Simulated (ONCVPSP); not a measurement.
## neodymium: variants of one ONCV potential

Base potential:

neodymium (Nd), optimised norm-conserving Vanderbilt (ONCV), made with ONCVPSP 4.0.1 (PBE, scalar-relativistic). Core [Kr] 4d10, reference 4f4 5s2 5p6 6s2. Waves: 5s+6s: rc 2.60 bohr, ncon 5, nbas 10, qcut 4.5 1/bohr, 2 projectors; 5p: rc 2.15 bohr, ncon 5, nbas 10, qcut 7.6 1/bohr, 2 projectors, debl 2.1 Ha; d scattering state at 0.05 Ha: rc 2.60 bohr, ncon 4, nbas 8, qcut 4.2 1/bohr, 2 projectors, debl 1 Ha; 4f: rc 1.40 bohr, ncon 4, nbas 8, qcut 14.3 1/bohr, local. Local part: the f channel. Core correction: Teter function, fcfact 2.25, rcfact 1.5.

All-electron outer shells of the reference configuration (PBE, scalar-relativistic, ld1.x):

```json
{"shell": "5s", "level (eV)": "-40.46", "outermost node (bohr)": "0.72", "outermost maximum (bohr)": "1.32"}
{"shell": "5p", "level (eV)": "-22.09", "outermost node (bohr)": "0.77", "outermost maximum (bohr)": "1.50"}
{"shell": "6s", "level (eV)": "-3.50", "outermost node (bohr)": "1.77", "outermost maximum (bohr)": "3.78"}
{"shell": "4f", "level (eV)": "-1.75", "outermost node (bohr)": "–", "outermost maximum (bohr)": "0.67"}
```

Cutoffs, loose and tight: the cutoffs (Ha) at which the residual kinetic energy of the hardest occupied pseudo-wave falls to 1 and 0.1 mHa per electron. They do not see the model core or the augmentation charge, which bear on the density cutoff. Test errors are all-electron minus pseudo excitation energies from the reference, over the configurations 4f4 5s2 5p6 6s1; 4f4 5s2 5p6 6s0; 4f3 5s2 5p6 6s0; 4f2 5s2 5p6 6s0. A dash means not determined; rows that change the core or the reference have their own tests.

A true bound ghost makes a file unfit for plane-wave use even where its test errors are small: the radial tests pick states by their node count and pass the ghost by.

| change | outcome | cutoff, loose | cutoff, tight | bound ghosts | GHOST(+) flags above zero | largest test error (meV) |
| --- | --- | --- | --- | --- | --- | --- |
| base | generated | 75 Ha | 88 Ha | s, p | d | tests left out (the all-electron energies of this program are off by 10 to 40 meV for near-neutral 4f atoms) |
| core correction Teter function, fcfact 2.75, rcfact 1.65 | generated | 75 Ha | 88 Ha | s, p | d | tests left out (the all-electron energies of this program are off by 10 to 40 meV for near-neutral 4f atoms) |
| d: nproj 1 | generated | 75 Ha | 88 Ha | s, p, d | none | tests left out (the all-electron energies of this program are off by 10 to 40 meV for near-neutral 4f atoms) |
| core correction Teter function, fcfact 5.3, rcfact 1.5 | generated | 75 Ha | 88 Ha | s, p | d | tests left out (the all-electron energies of this program are off by 10 to 40 meV for near-neutral 4f atoms) |
| s: qcut 4.9 | generated | 75 Ha | 88 Ha | s, p | d | tests left out (the all-electron energies of this program are off by 10 to 40 meV for near-neutral 4f atoms) |
| p: rc 1.46 | generated | 75 Ha | 91 Ha | s, p | p, d | tests left out (the all-electron energies of this program are off by 10 to 40 meV for near-neutral 4f atoms) |

**Question.** What comes out with this change to the base: s: qcut 2.8; p: qcut 4.7; d: qcut 2.6; f: qcut 8.9?

**Answer.** outcome: generated; cutoff, loose: 132 Ha; cutoff, tight: 180 Ha; bound ghosts: s; GHOST(+) flags above zero: p, d; largest test error (meV): tests left out (the all-electron energies of this program are off by 10 to 40 meV for near-neutral 4f atoms).
